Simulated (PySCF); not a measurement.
1-bromo-1,1-difluoroethane (C2H3BrF2), SMILES CC(F)(F)Br. Geometry optimised at PBE-D3(BJ)/def2-SVP.

Computed equilibrium geometry at PBE-D3(BJ)/def2-SVP (PySCF confirms it by a frequency run) as bond lengths and angles, and its point group:
point group Cs.
Atoms: C1 C2 F3 F4 Br5 H6 H7 H8. Bonded distances (Å): C1–C2 1.509, C1–H6 1.105, C1–H7 1.105, C1–H8 1.109, C2–F3 1.351, C2–F4 1.351, C2–Br5 1.994. Angles (°): C2–C1–H6 110.1, C2–C1–H7 110.1, C2–C1–H8 108.1, H6–C1–H7 109.5, H6–C1–H8 109.5, H7–C1–H8 109.5, C1–C2–F3 111.3, C1–C2–F4 111.3, C1–C2–Br5 111.1, F3–C2–F4 107.6, F3–C2–Br5 107.7, F4–C2–Br5 107.7.
